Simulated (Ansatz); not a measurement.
A search over several starts for the lowest SCF solution of YCl₃⁺ at the given spin, in a small basis.

```yaml
crystal:
  periodic: [false, false, false]
  atoms:
    - {symbol: Y, position_ang: [0.000018, 0.000006, 0.002649]}
    - {symbol: Cl, position_ang: [2.444147, -0.025925, 0.023808]}
    - {symbol: Cl, position_ang: [-1.199621, 2.129673, -0.014841]}
    - {symbol: Cl, position_ang: [-1.244553, -2.103744, -0.011616]}
basis:
  gaussian: {orbitals: def2-SVP}
total_charge: 1
magnetization: {spin_polarized: true, initial_magnetization: 1}
hamiltonian: {xc: pbe0, dispersion: d4}
output: {orbitals: {seedname: orbitals}}
```

```sh
$ ansatz run in.yaml --threads 4 --pin off --events-out ev --progress --plain --max-ram 3916MiB
```

Shortened log:

```
Functional definition: PBE0
789 factors; integrals over basis functions are off by at most 7.4e-4 eV
mean field evaluation 1: about -38580.4583 eV, gradient 2.0e1 eV
mean field evaluation 2: about -38578.6064 eV, gradient 2.8e1 eV
mean field evaluation 4: about -38582.7595 eV, gradient 1.1e0 eV
mean field evaluation 8: about -38582.8192 eV, gradient 3.4e-1 eV
mean field evaluation 16: about -38582.8199 eV, gradient 6.9e-4 eV
mean field evaluation 32: about -38582.6767 eV, gradient 1.9e0 eV
mean field -38582.81986447 eV, -1417.8924776446 hartree, gradient 2.9e-6 eV, S^2 0.758588; 7 other end points of the search recorded, 0 dependent functions left out
reference -38582.81991655 eV, -1417.8924795587 hartree; 31, 30 occupied and 54, 55 virtual orbitals, 789 factors
Total energy: -38582.91633459 eV, -1417.8960228561 hartree
```

It took 6 s on 4 threads of Arm Neoverse V1 on a shared host.

In the def2 sets Y takes a core potential; there is no spin–orbit coupling.
